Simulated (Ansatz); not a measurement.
Conformers of `COB(N)F`, each relaxed with PBE0-D4/def2-TZVP in Ansatz. CBS adds the triple-zeta coupled-cluster correction to the MP2 limit.

Not all of them had a frequency check.

Conformer A:

```xyz
10

C    -0.094    1.642   -0.434
O    -0.393    0.265   -0.498
B     0.185   -0.643    0.329
N    -0.152   -2.000    0.238
F     1.089   -0.257    1.247
H     0.168    1.992   -1.435
H     0.735    1.850    0.245
H    -0.977    2.190   -0.094
H    -0.819   -2.342   -0.429
H     0.258   -2.697    0.831
```

Conformer B:

Z-matrix (Å, degrees):
```
C
O 1 1.405
H 1 1.090 2 108.0
H 1 1.096 2 111.5 3 -119.0
H 1 1.096 2 111.5 3 119.0
B 2 1.359 1 120.8 3 -180.0
F 6 1.338 2 116.2 1 180.0
N 6 1.405 2 125.0 1 0.0
H 8 1.004 6 121.4 2 180.0
H 8 1.003 6 124.2 2 -0.0
```

Conformer C:

Cartesian coordinates in Å:
```
C 0.486 -1.354 -0.891
O 0.609 -0.356 0.101
B -0.368 0.574 0.267
N -0.250 1.568 1.246
F -1.465 0.545 -0.512
H 1.359 -2.001 -0.816
H 0.453 -0.918 -1.893
H -0.416 -1.955 -0.744
H 0.547 1.631 1.851
H -0.955 2.266 1.391
```

Problem. Which is lowest in electronic energy at CCSD(T)/CBS (frozen core, def2 sets), and by how much? (Best estimate.)

Solution. Computed: C; A lies 0.5 kJ/mol higher, B lies 2.9 kJ/mol higher. Gaps under about 2 kJ/mol don't settle the order.

Problem. Give the energies relative to C (kJ/mol) with PBE0-D4/def2-TZVPP, ωB97X-V/def2-TZVPP, B2PLYP/def2-TZVPP, r2SCAN/def2-TZVPP, B3LYP/def2-TZVPP, HF/def2-TZVPP, HF/CBS(def2). (Best estimate.)

Solution. Ansatz gave: 
| level | A | B |
| --- | --- | --- |
| PBE0-D4/def2-TZVPP | 0.0 | 2.8 |
| ωB97X-V/def2-TZVPP | 0.5 | 3.6 |
| B2PLYP/def2-TZVPP | 0.3 | 3.9 |
| r2SCAN/def2-TZVPP | 0.5 | 3.0 |
| B3LYP/def2-TZVPP | 0.1 | 4.5 |
| HF/def2-TZVPP | 0.9 | 5.8 |
| HF/CBS(def2) | 0.9 | 5.7 |

B3LYP here is the variant with VWN-RPA as its local correlation; programs differ in this.
